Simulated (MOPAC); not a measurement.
MOPAC input (AM1):

```
AM1 PRECISE GNORM=0.05 LET XYZ UHF MS=0.5 GEO-OK AUX(PRECISION=9) THREADS=1
H2BO2

B    -0.44724455 1   -0.28636608 1   -0.00923823 1
O    -0.62355583 1    1.04373518 1    0.11723837 1
O     0.69042876 1   -1.00091713 1   -0.11585705 1
H     0.17630645 1    1.59392170 1    0.13719066 1
H     1.52493286 1   -0.50463571 1   -0.10205006 1
```

From the last part of the output:

```
                                                       MOPAC v23.2.5 Linux

          FINAL HEAT OF FORMATION =       -109.72891 KCAL/MOL =    -459.10577 KJ/MOL

          COSMO AREA              =         74.21 SQUARE ANGSTROMS
          COSMO VOLUME            =         55.96 CUBIC ANGSTROMS

          GRADIENT NORM           =          0.01714          =       0.00766 PER ATOM
          IONIZATION POTENTIAL    =          9.457913 EV
          ALPHA SOMO LUMO (EV)    =         -9.458  2.784
          BETA  SOMO LUMO (EV)    =        -12.769 -0.088
          NO. OF ALPHA ELECTRONS  =          9
          NO. OF BETA  ELECTRONS  =          8
          MOLECULAR WEIGHT        =         44.8246         POINT GROUP:  C2v

          MOLECULAR DIMENSIONS (Angstroms)

            Atom       Atom       Distance
            H     5    O     2     2.63419
            H     4    O     3     1.79879
            H     4    B     1     0.00000

          SCF CALCULATIONS        =         16

   ATOM   CHEMICAL          X               Y               Z
  NUMBER   SYMBOL      (ANGSTROMS)     (ANGSTROMS)     (ANGSTROMS)

     1       B         -0.38745792  *  -0.24808982  *  -0.00800369  *
     2       O         -0.64898536  *   1.04150312  *   0.11798004  *
     3       O          0.67779392  *  -1.02305531  *  -0.11738480  *
     4       H          0.17326057  *   1.55017704  *   0.13335903  *
     5       H          1.48383748  *  -0.48914736  *  -0.09912959  *

                             CARTESIAN COORDINATES

   1    B       -0.387457916    -0.248089823    -0.008003690
   2    O       -0.648985355     1.041503117     0.117980044
   3    O        0.677793923    -1.023055307    -0.117384800
   4    H        0.173260573     1.550177039     0.133359033
   5    H        1.483837477    -0.489147361    -0.099129588

           Empirical Formula: H2 O2 B  =     5 atoms

      MOLECULAR POINT GROUP   :   C2v

          ALPHA EIGENVALUES
 -38.91030 -37.54567 -21.69776 -19.70365 -17.34938 -15.22156 -14.04511 -12.82715
  -9.45791   2.78419   3.29581   4.22915   4.71588   7.90650

           BETA EIGENVALUES
 -38.51217 -37.22535 -20.96932 -19.41312 -17.23271 -15.04226 -13.85901 -12.76862
  -0.08767   3.52825   3.95699   4.54028   5.42757   8.94806

              NET ATOMIC CHARGES AND DIPOLE CONTRIBUTIONS

  ATOM NO.   TYPE          CHARGE      No. of ELECS.   s-Pop       p-Pop
    1          B           0.173453        2.8265     1.33564     1.49091
    2          O          -0.294024        6.2940     1.84223     4.45179
    3          O          -0.294020        6.2940     1.84223     4.45179
    4          H           0.207294        0.7927     0.79271
    5          H           0.207297        0.7927     0.79270
 DIPOLE           X         Y         Z       TOTAL
 POINT-CHG.     1.286     0.824     0.027     1.528
 HYBRID         1.084     0.694     0.022     1.288
 SUM            2.371     1.518     0.049     2.815

          ATOMIC ORBITAL ELECTRON POPULATIONS

     Atom    s        px        py        pz
    1  B   1.33564   0.55278   0.58695   0.35118
    2  O   1.84223   1.36533   1.26518   1.82129
    3  O   1.84223   1.18689   1.44296   1.82194
    4  H   0.79271
    5  H   0.79270

                    (SZ)    =    0.500000
                    (S**2)  =    0.752979

          ATOMIC ORBITAL SPIN POPULATIONS

    Atom   Total    s     px     py     pz
         Atomic
    1  B  0.6917  0.354  0.235  0.087  0.016
    2  O  0.0879  0.020  0.004  0.071 -0.007
    3  O  0.0879  0.020  0.030  0.045 -0.007
    4  H  0.0662  0.066
    5  H  0.0662  0.066

 **********************
 *                    *
 * JOB ENDED NORMALLY *
 *                    *
 **********************

 == MOPAC DONE ==
```

The geometry given is a B3LYP-D3(BJ)/def2-TZVP minimum.
